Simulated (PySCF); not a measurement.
SMILES C[Si](C)(C)[SiH2][Si](Cl)(Cl)Cl (C₃H₁₁Cl₃Si₃) at its GFN2-xTB optimised geometry (Å):

```
20

C      1.5983    -0.6763     0.0000
Si    -0.3124    -0.6763     0.0000
C     -0.9353    -1.5394    -1.5881
C     -0.9200     1.1357     0.0000
Si    -1.1024    -1.7801     1.9170
Si     0.1322    -1.2451     3.8163
Cl    -0.6332    -1.8110     5.6106
Cl     2.0134    -2.0293     3.7383
Cl     0.3914     0.7799     3.9364
H      1.9860    -0.1440     0.8638
H      2.0043    -0.1976    -0.8868
H      1.9956    -1.6864     0.0360
H     -0.5967    -2.5700    -1.6337
H     -0.5812    -1.0392    -2.4851
H     -2.0202    -1.5515    -1.6279
H     -0.5806     1.6568     0.8902
H     -2.0043     1.1907    -0.0173
H     -0.5515     1.6864    -0.8609
H     -2.5091    -1.4760     2.2292
H     -1.0882    -3.2486     1.8077
```

Method: PySCF with PBE0/def2-SVP.

Map of the HOMO amplitude (bohr^(-3/2)) on the plane z = 1.0 Å; orbital energy -7.99 eV, overall sign arbitrary:

```
|%%%%%%%%%%%%%%%%%%%%%%%%%%%|
|%%%%%%%%%%%%%%%%%%%%%%%%%%%|
|%%%%%%%%%%%%%%%%%%%%%%%%%%%|
|%%%%%%%%%%%%%%%%%%%%%%%%%%%|
|%%%%%%%%%%%%%%%%%%%%%%%%%%%|
|%%%%%%%%%%%%%%%%%%%%%%%%%%%|
|%%%%%%%%%%%%%%%%%%%%%%%%%%%|
|%%%%%%%%%%%@@@%%%%%%%%%%%%%|
|%%%%%%%%%@@@@@@%%%%%%%%%%%%|
|%%%%%%%%@@@@@@@@%%%%%%%%%%%|
|%%%%%%%@@@@@@@@@@%%%%%%%%%%|
|%%%%%%%%@@@@@@@@@@@%%%%%%%%|
|%%%%%%%%%%%%%%%@@@@@%%%%%%%|
|%%%%%%%%######%%@@@@@%%%%%%|
|%%%%%%%#**+=+*#%@@@@@%%%%%%|
|%%%%%%#*+=::-=*%@@@@@%%%%%%|
|%%%%%%#*=:  .-*#%@@@@%%%%%%|
|%%%%%##*=.  .-*#%@@@@%%%%%%|
|%%%%%%#*=:..:=*#%%@@@%%%%%%|
|%%%%%%#*+-:-=+##%%%@%%%%%%%|
|%%%%%%##*+++**#%%%%%%%%%%%%|
|%%%%%%%###**##%%%%%%%%%%%%%|
|%%%%%%%%%%##%%%%%%%%%%%%%%%|
|%%%%%%%%%%%%%%%%%%%%%%%%%%%|
|%%%%%%%%%%%%%%%%%%%%%%%%%%%|
|%%%%%%%%%%%%%%%%%%%%%%%%%%%|
|%%%%%%%%%%%%%%%%%%%%%%%%%%%|
```
Scale: ten equal steps from -0.147 (start of ' ') to 0.018 (end of '@'), in the order ' .:-=+*#%@'; x runs from -4.50 to 4.50, y from -4.50 (bottom) to 4.50 (top).
